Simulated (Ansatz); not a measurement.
Ag9S5. Charge 0, multiplicity 2. Geometry PBE-D4/def2-SVP, basis def2-TZVP, Ansatz.

Cartesian coordinates in Å:
```
Ag 1.2967 -0.5657 1.2304
Ag -2.6977 1.0835 0.2663
Ag 0.3945 0.8733 -1.4167
Ag 1.2290 -2.7970 -0.5648
Ag 0.0159 2.0153 1.2959
Ag -1.3865 2.9387 -1.2168
Ag 2.9101 -0.4348 -1.1521
Ag -1.3045 -1.3097 -0.5548
Ag -1.3304 -0.5096 2.3131
S -0.3106 -2.5756 1.3397
S -1.9882 0.5415 -2.1022
S 2.2234 1.5593 0.1412
S 3.0451 -2.6154 -2.0890
S -2.0967 1.7963 2.5099
```

```json
{"run": "A", "HOMO (eV)": "-5.77", "LUMO (eV)": "-5.34"}
{"run": "B", "HOMO (eV)": "-5.89", "LUMO (eV)": "-5.17"}
{"run": "C", "HOMO (eV)": "-6.66", "LUMO (eV)": "-4.48"}
{"run": "D", "HOMO (eV)": "-5.62", "LUMO (eV)": "-5.22"}
```

In the def2 sets Ag takes a core potential; there is no spin–orbit coupling. Single mean-field runs in def2-TZVP are fitted with def2-universal-jkfit. The structure comes from a short search, and lower isomers may exist.

HOMO and LUMO are taken over both spins.

**Question.** The runs used BLYP, PBE, PBE0, r2SCAN. Estimate which is which.

**Answer.** A PBE (0 % exact exchange); B r2SCAN (0 % exact exchange); C PBE0 (25 % exact exchange); D BLYP (0 % exact exchange). Exact exchange lowers occupied and raises empty levels; among semilocal functionals meta-GGAs tend to open the gap a little, and such runs are hard to tell apart. The gap grows from 0.40 eV (BLYP) to 2.18 eV (PBE0).
